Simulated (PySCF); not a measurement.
# Shapes and spin states of AuCl3

Level of theory: B3LYP/[Au def2-SVP with ECP60, Cl def2-SVP], scalar-relativistic core potentials, density fitting, no spin–orbit coupling, PySCF.

Relaxations began from a few typed shapes and spin states; open shells are unrestricted. The search is not exhaustive: other isomers or separated fragments can lie lower, and high-lying points may rest on an excited occupation.

Which is the lowest minimum found?
A. singlet C2v: Au–Cl 2.280 Å, Au–Cl 2.301 Å (×2); Cl–Au–Cl 83.1°, Cl–Au–Cl 138.4° (×2)
B. singlet C2v: Au–Cl 2.283 Å, Au–Cl 2.296 Å (×2); Cl–Au–Cl 97.0° (×2), Cl–Au–Cl 166.0°
C. triplet Cs: Au–Cl 2.270 Å, Au–Cl 2.425 Å, Au–Cl 2.579 Å; Cl–Au–Cl 64.0°, Cl–Au–Cl 131.0°, Cl–Au–Cl 165.0°
D. triplet C2v: Au–Cl 2.300 Å (×2), Au–Cl 2.562 Å; Cl–Au–Cl 86.2° (×2), Cl–Au–Cl 172.4°

B. The others lie at 7.5 (singlet C2v, a saddle point), 38.7 (triplet Cs), 58.5 (triplet C2v, a saddle point) kJ/mol above it.

Formally Au is in oxidation state +3, d8, with 0 unpaired electrons (the high-spin count would be 2). The polar-tensor charge on Au, 0.66, is far below the formal one.

For the lowest minimum: no spin–orbit coupling is included, which matters more the heavier the element.
